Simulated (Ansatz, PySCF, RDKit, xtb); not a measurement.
Noncovalent pair: HF (SMILES F) (first 2 atoms) with HI (SMILES I); geometry from B3LYP-D3(BJ)/def2-TZVP, rigid monomers moved along the line of their centres of mass till H2···I3 is 4.75 Å.
(charge 0, multiplicity 1):
```xyz
4

F     -0.0701     0.4750    -0.2412
H      0.0048     0.0346     0.5765
I      0.3801    -1.9220     4.8931
H      0.3414    -0.4498     5.5596
```

```
level                                  interaction energy (kJ/mol)   cost
-------------------------------------  ---------------------------  -----
UFF                                                           -0.3      -
GFN-FF                                                        -0.7      -
GFN2-xTB                                                      -1.4      -
HF/def2-QZVPPD                                                -1.4      -
r2SCAN/def2-TZVPPD                                            -1.4     ×2
r2SCAN-D3(BJ)/def2-TZVPPD                                     -1.6     ×2
B3LYP/3-21G (no counterpoise)                                 -1.2      -
PBE0-D3(BJ)/def2-TZVPPD                                       -1.8     ×1
PBE0-D4/def2-TZVPPD                                           -1.7     ×1
wB97X-V/def2-TZVPPD                                           -1.5     ×3
wB97M-V/def2-TZVPPD                                           -1.6     ×4
SCS-MP2/def2-TZVPPD                                           -1.5      -
CCSD(T)/def2-TZVPPD                                           -1.5     ×9
CCSD(T)/CBS(def2-TZVPPD, def2-QZVPPD)                         -1.6  ×100*
```

The rows run from -1.8 (PBE0-D3(BJ)/def2-TZVPPD) to -0.3 kJ/mol (UFF). The dispersion term adds -0.2 in r2SCAN-D3(BJ). The 3 functionals in def2-TZVPPD without D3 or D4 span 0.2, from wB97M-V to r2SCAN.

Interaction energies are E(AB) − E(A) − E(B) at the monomers' geometry in the complex; basis-set methods are counterpoise corrected. Rows marked so take none. RDKit's UFF carries no charges.

Frozen-core correlation. Filled d and f shells under p-block atoms count as core. CBS(a, b) extrapolates the correlation energy as X⁻³ and adds the Hartree–Fock energy of set b. Rows in 3-21G carry no dispersion term and start afresh at each structure; the Pople sets are all-electron and without relativity.

Codes used: Ansatz (a first-principles code); PySCF for 3-21G rows, the dispersion terms; RDKit for the force fields; xtb for the GFN methods. Values without a source in brackets are computed. In def2 rows elements past Kr take small-core potentials, without spin–orbit coupling.

Costs are rough ratios of core time to PBE/def2-TZVPPD (about 2.8 s over the structures, on one shared machine); a dash marks a level with no comparable run of its own. A star marks coupled-cluster runs past 200 virtual orbitals, where the program's memory plan changes under this machine's limit, so their costs aren't comparable with smaller runs.
